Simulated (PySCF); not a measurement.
Two structures of ZnH3ClO, closed shell, reached by relaxing down either side of one saddle point (PBE0-D4/def2-TZVP). Energies are electronic, without zero-point energy. Program: PySCF 2.14 with density fitting (its default auxiliary sets; JK sets also for MP2 and CCSD(T)). Basis: def2-TZVPP and def2-QZVPP. Cores are frozen in the correlated methods. The 3s and 3p shells of Cu and Zn are frozen; filled d shells are correlated. Extrapolation: Hartree–Fock as exp(−7.88 √X), correlation as X^−2.97. First:

| atom | x (Å) | y (Å) | z (Å) |
| --- | --- | --- | --- |
| Zn1 | -0.5707 | -0.3918 | -0.3472 |
| O2 | 0.2304 | -1.0502 | 1.0899 |
| Cl3 | -1.5193 | 0.3826 | -2.0403 |
| H4 | 1.2076 | 1.2580 | 0.3705 |
| H5 | 0.9749 | 1.6532 | -0.2245 |
| H6 | -0.0697 | -1.9148 | 1.3753 |

Second:

```
atom    x (Å)    y (Å)    z (Å)
 Zn1  -0.4167   0.7005  -0.8518
  O2   0.3784  -0.2705   0.9656
 Cl3  -1.6300  -1.0500  -1.2123
  H4   1.3036  -0.3130   1.2220
  H5   0.2199   2.0808  -1.0700
  H6   0.0447  -1.1728   0.8814
```

Q: Which bonds change from the first to the second?

A: ZnHClO ([OH][Zn][Cl]) + H₂ → ZnHCl ([Cl][ZnH]) + H₂O (still joined by a long Zn–O bond); bonds formed: Zn1–H5, O2–H4; bonds broken: H4–H5; bonds weakened to dative contacts: Zn1–O2.

Q: Give the saddle point's structure and its height above each. (An estimate is asked for; the value comes from the calculation.)

A: The calculation gives: 103.8 kJ/mol above the first and 135.3 kJ/mol above the second (CCSD(T) at an estimated basis limit (MP2 extrapolated from triple and quadruple zeta, plus CCSD(T) − MP2 in triple zeta)).
```xyz
6
angstrom
Zn -0.5021 0.2711 -0.5875
O 0.0961 -0.5384 1.0655
Cl -1.9011 0.3950 -2.1572
H 0.9388 0.3090 0.5582
H 1.0934 1.0333 -0.1026
H 0.2749 -1.4699 1.2235
```

T1 diagnostic: at most 0.016.

Labels in which every atom is bracketed show which atoms are joined, not bond orders.

For scale, one of the runs: CCSD(T)/def2-TZVPP, 179 basis functions, launched by `OMP_NUM_THREADS=4 python run.py`. Time: 5.5 min of wall clock on 4 CPU threads of an Arm Neoverse V1; the host was shared. Peak host memory: 1.9 GiB.
